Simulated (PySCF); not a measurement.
# Exact mass, isotope pattern and composition

Species: C4H11N2OSi.

Calculated from isotope tables alone.

Problem. What are the average molar mass and the monoisotopic mass?

Solution. For C4H11N2OSi, with standard atomic weights, 4 × 12.011 + 1 × 15.999 + 2 × 14.007 + 1 × 28.085 + 11 × 1.008 = 131.230 g/mol. From the most abundant isotopes (12C, 16O, 14N, 28Si, 1H), 4 × 12.000000 + 1 × 15.994915 + 2 × 14.003074 + 1 × 27.976927 + 11 × 1.007825 = 131.0641 u.

Problem. Give the isotope pattern of the singly charged cation M+, merging species of the same nominal mass.

Solution. 
```
nominal mass  m/z (centroid)  relative intensity
         131        131.0635               100.0
         132        132.0646                10.3
         133        133.0613                 3.9
         134        134.0637                 0.2
```

Lines under 0.1 % of the tallest are left out. One electron mass, 0.00055 u, is taken off.

Problem. What is the composition by mass?

Solution. C 36.61 %, O 12.19 %, N 21.35 %, Si 21.40 %, H 8.45 %.

Problem. Resolve the fine structure: one atom at a time replaced by a minor isotope.

Solution. Intensity in % of the monoisotopic species:

```
isotope  mass shift (u)       m/z  intensity (%)
    15N        +0.99703  132.0606           0.74
   29Si        +0.99957  132.0631           5.08
    13C        +1.00335  132.0669           4.33
    17O        +1.00422  132.0677           0.04
     2H        +1.00628  132.0698           0.13
   30Si        +1.99684  133.0604           3.35
    18O        +2.00425  133.0678           0.21
```

Species under 0.02 % are left out.

Problem. What share of all molecules is the monoisotopic species?

Solution. 0.9893^4 × 0.99757 × 0.99632^2 × 0.922297 × 0.999885^11 = 87.37 %.

Problem. Protons, neutrons, electrons, and exact less nominal mass of the monoisotopic species?

Solution. 71 protons, 60 neutrons and 71 electrons; 131.0641 − 131 = +0.0641 u.

Problem. What resolving power m/Δm just matches the spacing of the species with one 29Si and with one 13C?

Solution. They lie 0.00379 u apart at mass 132.06, so m/Δm is about 35000.
